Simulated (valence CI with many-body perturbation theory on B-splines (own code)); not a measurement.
**Forbidden lines of Sm³⁹⁺**

Method: configuration interaction combined with many-body perturbation theory (CI+MBPT): five valence electrons over a frozen Dirac-Fock core [Ar], radial functions for each j: 7 s, 7 p, 8 d, 6 f, 4 g, 1 h, with the one-electron correlation potential Σ1 (screened to all orders), the two-electron term Σ2, the three-electron term Σ3, Breit, model QED; selected single and double excitations, second order for the rest, scaled by the run's own slope (own B-spline code, finite nucleus).

The last digits are not significant, and no measured levels were compared; by estimate large intervals hold to a few tenths of a per cent, small ones and those within an open d or f shell to about a per cent. Only levels of the ground parity were solved; by the run's estimate the other parity begins above the list, which can be wrong where configurations are misplaced.

Lines 51 to 100 of 120 in falling wavelength, among levels below 1098600 cm⁻¹, chosen from the decays that carry over 1 % of a level's rate. Wavelengths and rates use the calculated energies. S is in atomic units (e²a₀⁴ for E2 and M2, e²a₀⁶ for E3), for M1 in squared Bohr magnetons. Weak lines are less certain than strong ones. Lines between different terms over intervals too small for the method are left out, as are lines whose strength nearly cancels.

Levels are named by their leading jj configuration (3d3/2^4 stands for four electrons in 3d with j = 3/2), which in mixed levels can hold well under half, so a name can repeat and another be missing. Letters in brackets count levels of one name in rising energy.

```tsv
λ vac (nm)	Upper	Lower	Type	A (s⁻¹)	S (a.u.)
41.49	(3d3/2^2 3d5/2^3) J=5/2 [c]	(3d3/2^3 3d5/2^2) J=7/2 [b]	M1	1.06e+05	1.69e+00
41.39	(3d3/2^2 3d5/2^3) J=13/2	(3d3/2^3 3d5/2^2) J=11/2	M1	3.49e+04	1.28e+00
41.21	(3d3/2^2 3d5/2^3) J=1/2 [a]	(3d3/2^3 3d5/2^2) J=3/2 [a]	M1	1.87e+05	9.72e-01
40.65	(3d3/2^2 3d5/2^3) J=5/2 [a]	(3d3/2^3 3d5/2^2) J=5/2 [a]	M1	4.45e+05	6.65e+00
40.20	(3d3/2^3 3d5/2^2) J=7/2 [a]	(3d3/2^4 3d5/2) J=5/2	M1	9.83e+04	1.89e+00
40.09	(3d3/2^3 3d5/2^2) J=3/2 [b]	(3d3/2^3 3d5/2^2) J=5/2 [a]	M1	1.10e+04	1.05e-01
39.82	(3d3/2 3d5/2^4) J=3/2 [a]	(3d3/2^2 3d5/2^3) J=5/2 [b]	M1	5.72e+04	5.36e-01
39.65	(3d3/2^2 3d5/2^3) J=3/2 [a]	(3d3/2^3 3d5/2^2) J=3/2 [a]	M1	2.47e+05	2.28e+00
38.93	(3d3/2^3 3d5/2^2) J=3/2 [a]	(3d3/2^4 3d5/2) J=5/2	M1	2.99e+05	2.61e+00
38.59	(3d3/2^2 3d5/2^3) J=5/2 [d]	(3d3/2^2 3d5/2^3) J=5/2 [b]	M1	7.16e+04	9.15e-01
37.93	(3d3/2 3d5/2^4) J=3/2 [a]	(3d3/2^2 3d5/2^3) J=3/2 [a]	M1	1.72e+05	1.39e+00
37.78	(3d3/2^2 3d5/2^3) J=5/2 [b]	(3d3/2^3 3d5/2^2) J=3/2 [a]	M1	3.85e+04	4.62e-01
37.74	(3d3/2 3d5/2^4) J=11/2	(3d3/2^2 3d5/2^3) J=13/2	M1	7.33e+04	1.75e+00
37.34	(3d3/2^2 3d5/2^3) J=9/2 [b]	(3d3/2^3 3d5/2^2) J=9/2	M1	2.13e+05	4.10e+00
37.32	(3d3/2^2 3d5/2^3) J=7/2 [b]	(3d3/2^3 3d5/2^2) J=5/2 [b]	M1	4.75e+03	7.33e-02
36.82	(3d3/2^2 3d5/2^3) J=5/2 [d]	(3d3/2^2 3d5/2^3) J=3/2 [a]	M1	9.41e+03	1.04e-01
36.79	(3d3/2 3d5/2^4) J=7/2 [a]	(3d3/2^2 3d5/2^3) J=9/2 [a]	M1	2.19e+05	3.24e+00
36.65	(3d3/2^2 3d5/2^3) J=5/2 [b]	(3d3/2^3 3d5/2^2) J=7/2 [a]	M1	8.44e+04	9.24e-01
36.61	(3d3/2 3d5/2^4) J=3/2 [a]	(3d3/2^2 3d5/2^3) J=1/2 [a]	M1	1.52e+05	1.11e+00
36.09	(3d3/2^2 3d5/2^3) J=3/2 [c]	(3d3/2^2 3d5/2^3) J=3/2 [a]	M1	1.38e+05	9.62e-01
35.96	(3d3/2^2 3d5/2^3) J=5/2 [c]	(3d3/2^3 3d5/2^2) J=5/2 [b]	M1	4.21e+03	4.36e-02
35.58	(3d3/2 3d5/2^4) J=5/2 [a]	(3d3/2^2 3d5/2^3) J=5/2 [a]	M1	5.87e+05	5.88e+00
35.52	(3d3/2^2 3d5/2^3) J=3/2 [b]	(3d3/2^3 3d5/2^2) J=1/2	M1	2.83e+04	1.88e-01
35.49	(3d3/2^2 3d5/2^3) J=7/2 [c]	(3d3/2^3 3d5/2^2) J=7/2 [b]	M1	8.51e+04	1.13e+00
35.27	(3d3/2^2 3d5/2^3) J=7/2 [b]	(3d3/2^3 3d5/2^2) J=9/2	M1	5.69e+04	7.41e-01
35.13	(3d3/2 3d5/2^4) J=11/2	(3d3/2^2 3d5/2^3) J=9/2 [a]	M1	8.62e+04	1.66e+00
34.88	(3d3/2^2 3d5/2^3) J=3/2 [c]	(3d3/2^2 3d5/2^3) J=1/2 [a]	M1	9.94e+04	6.26e-01
34.34	(3d3/2^2 3d5/2^3) J=7/2 [a]	(3d3/2^3 3d5/2^2) J=5/2 [a]	M1	5.47e+04	6.57e-01
34.24	(3d3/2 3d5/2^4) J=7/2 [a]	(3d3/2^2 3d5/2^3) J=7/2 [a]	M1	1.85e+05	2.20e+00
34.07	(3d3/2^2 3d5/2^3) J=3/2 [b]	(3d3/2^3 3d5/2^2) J=5/2 [b]	M1	4.63e+04	2.71e-01
33.75	(3d3/2^2 3d5/2^3) J=9/2 [b]	(3d3/2^3 3d5/2^2) J=11/2	M1	7.73e+04	1.10e+00
33.51	(3d3/2 3d5/2^4) J=11/2	(3d3/2^2 3d5/2^3) J=11/2	M1	3.08e+05	5.15e+00
32.95	(3d3/2^3 3d5/2^2) J=5/2 [b]	(3d3/2^4 3d5/2) J=5/2	M1	1.42e+03	1.13e-02
32.58	(3d3/2^2 3d5/2^3) J=9/2 [b]	(3d3/2^3 3d5/2^2) J=7/2 [a]	M1	6.05e+04	7.76e-01
32.32	(3d3/2^2 3d5/2^3) J=1/2 [b]	(3d3/2^3 3d5/2^2) J=1/2	M1	1.07e+05	2.67e-01
31.37	(3d3/2^2 3d5/2^3) J=7/2 [c]	(3d3/2^3 3d5/2^2) J=5/2 [b]	M1	4.31e+04	3.95e-01
31.29	(3d3/2^2 3d5/2^3) J=5/2 [d]	(3d3/2^2 3d5/2^3) J=7/2 [a]	M1	2.58e+04	1.76e-01
30.99	(3d3/2^2 3d5/2^3) J=7/2 [b]	(3d3/2^3 3d5/2^2) J=7/2 [a]	M1	4.74e+03	4.18e-02
30.80	(3d3/2^2 3d5/2^3) J=5/2 [c]	(3d3/2^3 3d5/2^2) J=3/2 [a]	M1	6.31e+04	4.10e-01
30.05	(3d3/2^2 3d5/2^3) J=5/2 [c]	(3d3/2^3 3d5/2^2) J=7/2 [a]	M1	1.46e+05	8.81e-01
29.90	(3d3/2^2 3d5/2^3) J=9/2 [c]	(3d3/2^3 3d5/2^2) J=7/2 [b]	M1	9.12e+04	9.04e-01
29.90	(3d3/2^2 3d5/2^3) J=7/2 [c]	(3d3/2^3 3d5/2^2) J=9/2	M1	9.03e+04	7.16e-01
29.66	(3d3/2 3d5/2^4) J=7/2 [a]	(3d3/2^2 3d5/2^3) J=5/2 [a]	M1	2.67e+04	2.07e-01
29.49	(3d3/2^2 3d5/2^3) J=3/2 [a]	(3d3/2^3 3d5/2^2) J=5/2 [a]	M1	1.83e+05	6.98e-01
29.40	(3d3/2^2 3d5/2^3) J=3/2 [b]	(3d3/2^3 3d5/2^2) J=3/2 [a]	M1	4.88e+04	1.84e-01
29.37	(3d3/2^3 3d5/2^2) J=7/2 [b]	(3d3/2^4 3d5/2) J=5/2	M1	1.16e+04	8.69e-02
28.31	(3d3/2 3d5/2^4) J=3/2 [a]	(3d3/2^3 3d5/2^2) J=3/2 [b]	M1	1.80e+04	6.06e-02
28.03	(3d3/2 3d5/2^4) J=3/2 [a]	(3d3/2^2 3d5/2^3) J=5/2 [a]	M1	4.95e+04	1.62e-01
27.68	(3d3/2^2 3d5/2^3) J=5/2 [d]	(3d3/2^3 3d5/2^2) J=3/2 [b]	M1	7.92e+04	3.73e-01
27.42	(3d3/2^2 3d5/2^3) J=5/2 [d]	(3d3/2^2 3d5/2^3) J=5/2 [a]	M1	4.38e+04	2.01e-01
```
